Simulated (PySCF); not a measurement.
**Unknown compound**

Molecular formula: C5H9NO2Si. Simulated spectra:

$^{1}$H NMR (400 MHz, computed): δ 6.25 (s, 1H), 4.66 (br s, 1H), 3.77 (t, 3H), 2.90 (t, 2H), 1.11 (m, 2H).

$^{13}$C{$^{1}$H} NMR (computed): δ 165.2 (C), 156.9 (C), 104.5 (CH), 29.8 (CH2), 11.0 (CH2).

Theory: σ from GIAO-PBE0/pcSseg-1, GFN2-xTB structure, in PySCF 2.14.0 with density-fitted response routines (isolated molecule, a single conformation, non-relativistic Hamiltonian, fast rotation and ring inversion assumed for equivalent nuclei).

δ = σ(ref) − σ, references computed at the same level: $^{1}$H (31.72 ppm) and $^{13}$C (186.93 ppm) against TMS.

**Question.** Which candidate is it?
A. C=NC(=C)O[SiH2]C(C)=O
B. C=C[Si@H](N=C)C(=O)OC
C. Oc1cnc(CC[SiH3])o1

**Answer.** C. 

1. The formula gives 3 degrees of unsaturation (1 ring in the answer).
2. 5 carbon signals for 5 carbons: no two carbons are equivalent.
3. Carbon types of the structure: 2 × C, 1 × CH, 2 × CH2, leaving 4 H on heteroatoms.
4. δC 165.2: aromatic carbon bearing oxygen; the electronegative substituent deshields the carbon that carries it.
5. δC 156.9: substituted aromatic carbon next to the ring oxygen.
6. δC 104.5: aromatic CH next to a ring nitrogen; resonance donation from the substituent shields this position.
7. δC 29.8: sp3 CH2 on an aromatic ring; aliphatic region, no heteroatom directly attached.
8. δH 2.90: hydrogen on an sp3 CH2 on an aromatic ring; benzylic-type position, deshielded by the ring.

The others: C=C[Si@H](N=C)C(=O)OC would give 7 signals for carbon-bound and other non-exchanging H, not 4; C=NC(=C)O[SiH2]C(C)=O would give 6 signals for carbon-bound and other non-exchanging H, not 4.

OH/NH shifts are gas-phase values; hydrogen bonding in solution moves them, usually downfield. Shifts are as computed. Against solution values, carbons near 30 ppm lie about +3 ppm off and those near 130 ppm about +5 ppm. Of 1211 compounds with measured shifts, 218 miss one by over three times the rms of a fit or turn the order of signals round; such compounds aren't used in these exercises. Multiplicities follow the n + 1 count of equivalent neighbours, as no J values were calculated; m marks all less simple cases, F and P coupling included.
